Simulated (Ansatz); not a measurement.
Reaction (homolysis of the In–S bond): `C[O][In]([SH])[O]C` → `C[O][In][O]C`• + `[SH]`•

Program: Ansatz. Geometries: PBE0-D4/def2-TZVP. ΔE: electronic, gas phase. CBS: MP2 limit from def2 TZ/QZ plus the TZ coupled-cluster correction, frozen cores. This one scheme is used for every species. DFT in def2-TZVPP. HSE06 is defined as in plane-wave codes. Open shells (•) are unrestricted, without spin–orbit coupling. Elements past krypton have def2 core potentials. For In outer-core shells are correlated without core-valence functions, which leaves a few kJ/mol of doubt a bond. Each species was taken in one conformer, which may not be the lowest.

`C[O][In]([SH])[O]C`:

```xyz
13

C     0.950    1.190   -2.337
O    -0.239    1.526   -1.660
In   -0.750    0.621    0.008
S    -2.660    1.206    1.268
O     0.462   -0.860    0.524
C     0.239   -1.639    1.669
H     1.823    1.687   -1.896
H     0.859    1.529   -3.374
H     1.152    0.112   -2.352
H    -2.415    0.245    2.176
H     1.008   -2.417    1.714
H    -0.737   -2.144    1.662
H     0.308   -1.057    2.599
```

`C[O][In][O]C`•:

```xyz
11

C    -1.751    0.128    1.683
O    -0.585    0.804    2.088
In    0.967    0.964    0.824
O     0.681   -0.166   -0.826
C     1.562   -0.339   -1.896
H    -2.470    0.811    1.212
H    -1.563   -0.694    0.981
H    -2.230   -0.299    2.573
H     1.085   -1.006   -2.625
H     2.510   -0.804   -1.598
H     1.794    0.601   -2.416
```

`[SH]`•:

```xyz
2

S    -0.520   -0.243   -0.351
H     0.520    0.243    0.351
```

```tsv
level	ΔE (kJ/mol)	difference from CCSD(T)/CBS
revPBE-D4	274.2	-44.8
HSE06-D4	297.9	-21.1
CAM-B3LYP-D4	289.2	-29.8
PBE-QIDH	311.1	-7.9
PBE	283.1	-35.9
revPBE	263.3	-55.7
HSE06	292.5	-26.5
HF/def2-SVP	203.9	-115.1
MP2/def2-TZVPP	321.6	2.6
CCSD/def2-TZVPP	294.0	-25.0
CCSD(T)/CBS	319.0	0
```

Largest T1 diagnostic among the species: 0.022.

The D4 term adds +9.6 kJ/mol with B3LYP and +5.6 kJ/mol with PBE0; it sums over pairs of atoms, weighted by their polarisabilities, and B3LYP, whose exchange is more repulsive, gets the larger term. In def2-TZVPP, CCSD(T) changes the Hartree–Fock value by +93.3 kJ/mol (the triples alone add +9.0 kJ/mol) and MP2 by +112.0 kJ/mol; breaking electron pairs costs correlation energy, which Hartree–Fock lacks. At CCSD(T), def2-SVP lies −36.1 kJ/mol from the extrapolated value and def2-TZVPP −16.0 kJ/mol: correlation converges slowly with the basis, and small sets miss more of it in the bonded molecule than in its fragments.

B3LYP here is the variant with VWN-RPA as its local correlation; programs differ in this.
